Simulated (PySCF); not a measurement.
# Where the electron goes

Compound: C4H10N2Si2.
Geometry (GFN2-xTB, Å), atoms numbered from 1 in this order:
```
atom  x, y, z in Å
C1    -3.1526    0.2556   -0.3493
C2    -2.0173   -0.4249   -0.3606
Si3   -0.4825    0.0719    0.6175
C4     0.3711   -1.6272    1.0024
C5     1.5776   -1.4059    1.7188
N6     2.5484   -1.1684    2.2808
Si7    0.9369    1.5149   -0.5130
N8     2.4773    0.7502   -0.5566
H9    -3.2750    1.1328    0.2651
H10   -4.0114   -0.0263   -0.9396
H11   -1.9567   -1.2967   -1.0031
H12   -0.9361    0.5605    1.9349
H13   -0.2834   -2.2696    1.5929
H14    0.6103   -2.1425    0.0709
H15    0.5987    1.7110   -1.9284
H16    0.9095    2.8549    0.1058
H17    2.8555    0.3435    0.2857
H18    3.2210    1.1724   -1.0893
```

Theory: TDDFT CAM-B3LYP/def2-SVPD, vertical, gas phase, core orbitals frozen in the response (PySCF 2.14.0, density-fitted response routines).

Kohn–Sham orbitals with the atoms that hold most of them (Löwdin shares over 4%, at most four atoms; ? is withheld):

| orbital | ε (eV) | atoms |
| --- | --- | --- |
| LUMO+2 | 1.14 | Si3 21%, Si7 10%, C4 10%, C2 10% |
| LUMO+1 | 0.31 | Si7 20%, Si3 16%, C2 14%, C1 11% |
| LUMO | ? | ? |
| HOMO | -8.76 | N8 44%, Si7 16%, H16 10%, Si3 6% |
| HOMO-1 | -9.36 | ? |
| HOMO-2 | -10.09 | N6 24%, C5 17%, Si3 14%, C4 14% |
| HOMO-3 | -10.32 | C2 22%, Si3 16%, C1 14%, Si7 11% |

(1) Give the leading atoms of the LUMO.

(2) Which atoms hold the HOMO-1, and with what shares?

(3) What is the LUMO energy, and the HOMO–LUMO gap?

## Answers

(1) C1 (bonded to C and 2 H) 21%; C2 (bonded to C, Si and H) 18%; Si3 (bonded to 2 C, Si and H) 17%; Si7 (bonded to N, Si and 2 H) 12%. By element: carbon 38% or more, silicon 29%.

(2) C1 (bonded to C and 2 H) 20%; C2 (bonded to C, Si and H) 20%; N8 (bonded to Si and 2 H) 18%; Si7 (bonded to N, Si and 2 H) 12%. By element: carbon 40% or more, nitrogen 18% or more, silicon 12% or more.

(3) ε(LUMO) = 0.23 eV; the gap is 8.99 eV (0.3305 hartree).

Question: How does S1 compare with the orbital gap of 8.99 eV?

Answer: S1 is at 5.74 eV (f = 0.0063), 3.25 eV below the gap, made of HOMO→LUMO+1 (52%), HOMO→LUMO (41%). Its leading pair isn't HOMO and LUMO; the energies of that pair differ by 9.07 eV. 

Next come S2 at 6.29 eV (f 0.091), HOMO→LUMO (37%), HOMO→LUMO+1 (29%); S3 at 6.51 eV (f 0.020), HOMO-1→LUMO+1 (50%), HOMO-1→LUMO (30%); S4 at 6.74 eV (f 0.032), HOMO-2→LUMO (21%), HOMO-2→LUMO+1 (16%), HOMO-3→LUMO (11%); S5 at 6.90 eV (f 0.195), HOMO-1→LUMO (39%), HOMO-1→LUMO+1 (31%), HOMO→LUMO+2 (9%).

Löwdin shares depend on the basis, the more so with diffuse functions.

Time: 2.6 min wall; peak memory 1.2 GiB. Hardware: Intel Xeon at 2.50 GHz, one thread, on a shared host.

One conformer stands for the species.
